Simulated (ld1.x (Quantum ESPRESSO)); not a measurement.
**An all-electron radial function and its pseudo partner (boron)**

Columns: radius, all-electron u(r) and pseudo u(r) of the 2s shell (level -19.51 eV) of boron in the configuration [He] 2s2 2p0; PBE, scalar-relativistic, TM scheme, ld1.x (Quantum ESPRESSO) 7.5.

```tsv
r (bohr)	all-electron	pseudo
0.173	0.3364	-0.0886
0.345	0.1759	-0.1830
0.518	-0.0945	-0.2903
0.690	-0.3435	-0.4117
0.862	-0.5357	-0.5410
1.035	-0.6695	-0.6598
1.208	-0.7477	-0.7430
1.380	-0.7796	-0.7791
1.553	-0.7764	-0.7764
1.725	-0.7481	-0.7481
1.898	-0.7030	-0.7030
2.070	-0.6484	-0.6484
2.242	-0.5892	-0.5892
2.415	-0.5288	-0.5288
2.588	-0.4700	-0.4700
2.760	-0.4149	-0.4149
2.932	-0.3639	-0.3639
3.105	-0.3172	-0.3172
3.278	-0.2751	-0.2751
3.450	-0.2378	-0.2378
3.623	-0.2046	-0.2046
3.795	-0.1756	-0.1756
3.968	-0.1500	-0.1500
4.140	-0.1279	-0.1279
4.312	-0.1087	-0.1087
4.485	-0.0921	-0.0921
```

How many radial nodes do the two functions have?

The all-electron 2s function has n − l − 1 = 1; the pseudo-wave has 0, since the states of the same l below it are removed with the core.

At about which radius was the pseudo-wave matched?

1.60 bohr. The columns agree to 0.0005 from 1.38 bohr on; several derivatives are matched, so the curves merge somewhat inside the radius.

Where does each function peak?

Outermost all-electron maximum near 1.38 bohr, pseudo maximum near 1.38 bohr (to the table’s step).

Is the pseudo-wave norm-conserving?

Yes: the TM scheme keeps the norm inside the radius equal to the all-electron one, which fixes the energy derivative of the logarithmic derivative at the level.
